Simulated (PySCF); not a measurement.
# Nuclear quadrupole coupling in `COC1=COC[SiH2]1`

C4H8O2Si.
Geometry (GFN2-xTB, Å), atoms numbered from 1 in this order:
```
atom  x, y, z in Å
C1    -2.547    0.687    0.301
O2    -1.378    0.392    1.025
C3    -0.235    0.186    0.298
C4    -0.094    0.231   -1.034
O5     1.116    0.002   -1.607
C6     2.155   -0.276   -0.666
Si7    1.409   -0.213    1.105
H8    -3.335    0.818    1.041
H9    -2.433    1.608   -0.281
H10   -2.813   -0.133   -0.376
H11   -0.850    0.436   -1.776
H12    2.942    0.464   -0.832
H13    2.570   -1.252   -0.928
H14    1.490   -1.506    1.789
H15    1.999    0.852    1.919
```

Field gradients from the PBE0/pcSseg-1 density (PySCF, non-relativistic), principal values in atomic units, ordered |Vxx| ≤ |Vyy| ≤ |Vzz|:

| atom | Vxx | Vyy | Vzz |
| --- | --- | --- | --- |
| O2 | -0.2059 | -1.7794 | 1.9852 |
| O5 | -0.1568 | -1.7780 | 1.9348 |

Find the asymmetry η = (Vxx − Vyy)/Vzz and the couplings χ = eQV/h (234.96 MHz × Q in barn × V in au), with Q(17O) = −0.0256 b.

```
atom          environment  nucleus     η  χzz (MHz)  χxx (MHz)  χyy (MHz)
  O2         ether oxygen      17O  0.79     -11.94       1.24      10.70
  O5  cyclic ether oxygen      17O  0.84     -11.64       0.94      10.69
```

The tensor is traceless: Vxx + Vyy + Vzz = 0.

What is Vzz at O5 in SI units (1 au = 9.71736 × 10²¹ V/m²)?

1.9348 au = 18.801 × 10²¹ V/m².

Were the hydrogens deuterons (Q(2H) = 0.00286 b), χzz would run from 108 kHz (H15 and H14) to 221 kHz (H11).

One conformer (not necessarily the lowest) at the GFN2-xTB geometry, without solvent, vibrations or thermal averaging. GFN2-xTB bond lengths can be off by several hundredths of an ångström, more for odd bonds, and the gradients follow them. The basis is small and wasn't made for field gradients, so the couplings can be 20 % off.
